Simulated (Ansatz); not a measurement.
Si₄H₁₀⁺, that is SiH(SiH3)3 with one electron fewer. Total charge 1; doublet. Geometry PBE-D4/def2-SVP, that of the neutral singlet; atoms count from 1.

```xyz
14

Si   -0.119   -0.649   -0.241
H    -0.375   -2.044   -0.759
Si   -1.317   -0.302    1.754
H    -0.863   -1.255    2.827
H    -2.794   -0.488    1.531
H    -1.074    1.107    2.228
Si   -0.809    0.937   -1.835
H    -2.292    0.847   -2.077
H    -0.090    0.731   -3.142
H    -0.488    2.316   -1.321
Si    2.177   -0.358    0.184
H     2.669   -1.370    1.184
H     2.395    1.021    0.748
H     2.980   -0.494   -1.081
```

**Question.** Estimate the Mulliken populations from the PBE0/def2-TZVP orbitals of Ansatz.

**Answer.** 
| atom | charge (e) | spin (α − β) |
| --- | --- | --- |
| Si1 | 0.05 | 0.35 |
| H2 | 0.09 | -0.01 |
| Si3 | 0.10 | 0.30 |
| H4 | 0.10 | 0.04 |
| H5 | 0.10 | 0.04 |
| H6 | 0.08 | 0.01 |
| Si7 | 0.03 | 0.08 |
| H8 | 0.06 | 0.00 |
| H9 | 0.09 | 0.06 |
| H10 | 0.06 | 0.01 |
| Si11 | 0.03 | 0.08 |
| H12 | 0.06 | 0.00 |
| H13 | 0.06 | 0.00 |
| H14 | 0.09 | 0.06 |
Mulliken values depend strongly on the basis.

**Question.** Where does the spin sit?

**Answer.** Summed by element: Si 0.80, H 0.20, of 1 unpaired in all. Largest on single atoms: Si1 0.35, Si3 0.30, Si7 0.08.

**Question.** And the Mayer bond orders between heavy atoms (over 0.3)?

**Answer.** Si1–Si3 0.71 (2.35 Å); Si1–Si7 0.89 (2.35 Å); Si1–Si11 0.89 (2.35 Å).
